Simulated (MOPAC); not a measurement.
MOPAC input (PM6):

```
PM6 FORCE THERMO(298,298) PRECISE LET CHARGE=1 GEO-OK AUX(PRECISION=9) THREADS=1
CF

C     0.00000000 1    0.00000000 1   -0.71839453 1
F    -0.00000000 1   -0.00000000 1    0.48721054 1
```

From the output:

```
     F    2   9.900325   9.900325

          HEAT OF FORMATION =     244.334038 KCALS/MOLE

          ZERO POINT ENERGY       2.160 KCAL/MOL

           NORMAL COORDINATE ANALYSIS (Total motion = 1 Angstrom)

   Root No.       1

                 1 Sig

                1511.1

           1    0.6127
           2   -0.0000
           3   -0.0000
           4   -0.3873
           5    0.0000
           6    0.0000

           MASS-WEIGHTED COORDINATE ANALYSIS (NORMAL COORDINATES)

   Root No.       1

                 1 Sig

                1511.1

           1    0.7827
           2   -0.0000
           3   -0.0000
           4   -0.6224
           5    0.0000
           6    0.0000

          DESCRIPTION OF VIBRATIONS

 VIBRATION          1    1Sig        ATOM PAIR     ENERGY CONTRIBUTION    RADIAL
 FREQUENCY          1511.12         C 1 -- F 2        +100.0% (100.0%)    100.0%
 TRANSITION DIPOLE   6.2982
 TRAVEL (Ang.)       0.0779
 REDUCED MASS        7.3587
 EFFECTIVE MASS     14.5282
 FORCE CONSTANT      9.9003

      SYMMETRY NUMBER FOR POINT-GROUP C*v =  1

          SYSTEM IS A GROUND STATE

 CF

          MOLECULE IS LINEAR

          THERE ARE  1 GENUINE VIBRATIONS IN THIS SYSTEM
          THIS THERMODYNAMICS CALCULATION IS LIMITED TO
          MOLECULES WHICH HAVE NO INTERNAL ROTATIONS

                    CALCULATED THERMODYNAMIC PROPERTIES
                                          *
   TEMP. (K)   PARTITION FUNCTION   H.O.F.    ENTHALPY  HEAT CAPACITY ENTROPY
                                   KCAL/MOL   CAL/MOLE    CAL/K/MOL  CAL/K/MOL

 298.00  VIB.     0.1001D+01                     2.9328     0.0719     0.0112
         ROT.     0.1314D+03                   592.1869     1.9872    11.6815
         INT.     0.1315D+03                   595.1197     2.0591    11.6927
         TRA.     0.1669D+27                  1480.4672     4.9680    36.2256
         TOT.                      244.334    2075.5869     7.0271    47.9183

   *: NOTE: HEATS OF FORMATION ARE RELATIVE TO THE
            ELEMENTS IN THEIR STANDARD STATE AT 298K
              (=  Standard Enthalpy of Formation).

            Hvib:  Zero-point energy is not included.
                   frequencies of less than zero cm-1 are not included.
            Hrot = (3/2)RT
            Htra = (3/2)RT + pV = (5/2)RT

            Heat capacity is Cp, not Cv

          For more information, see: HTTP://OpenMOPAC.net/Manual/thermochemistry.html

           FORCE CONSTANT IN CARTESIAN COORDINATES (Millidynes/A)

    ATOM   CHEMICAL       X               Y               Z
   NUMBER   SYMBOL  FORCE CONSTANT  FORCE CONSTANT  FORCE CONSTANT

      1       C        9.900325        0.000579        0.000579
      2       F        9.900325        0.000579        0.000579

 **********************
 *                    *
 * JOB ENDED NORMALLY *
 *                    *
 **********************

 == MOPAC DONE ==
```

The dipole moment of an ion depends on the origin.
